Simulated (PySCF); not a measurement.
# Ionisation energy of Ru²⁺ by level of theory

Ru²⁺ [Kr] 4d6 [4d3/2^4 4d5/2^2, M_J = 4] → Ru³⁺ [Kr] 4d5 [4d3/2^4 4d5/2^1, M_J = 5/2], as a difference of total energies. Calculation: PySCF 2.14, in x2c-QZVPPall-2c (13s12p9d4f2g, 140 functions); the two-component X2C-1e Hamiltonian. Correlated levels: [Ar] 3d10 frozen; the 32 highest virtual spinors dropped. "Screened" scales the spin-orbit matrix elements by Boettger's factors to mimic the two-electron term; Breit and QED terms are absent.

| method | ionisation energy (eV) | difference from reference (eV) |
| --- | --- | --- |
| GHF (spin-free) | 26.444 | -2.026 |
| GMP2 (spin-free) | 28.013 | -0.457 |
| GHF (screened spin-orbit) | 26.568 | -1.902 |
| GMP2 (screened spin-orbit) | 28.149 | -0.321 |

Reference: 28.47 eV (semi-empirical (NIST evaluation); NIST Atomic Spectra Database, ionization energies).

The spin-free rows relax to the high-spin LS determinant and lack the spin-orbit shift.

The labels give the starting determinants; with spin-orbit coupling the two ends relaxed to ⟨J²⟩ = 20.02, ⟨L²⟩ = 6.08, ⟨S²⟩ = 5.97 and ⟨J²⟩ = 8.75, ⟨L²⟩ = 0.02, ⟨S²⟩ = 8.73.
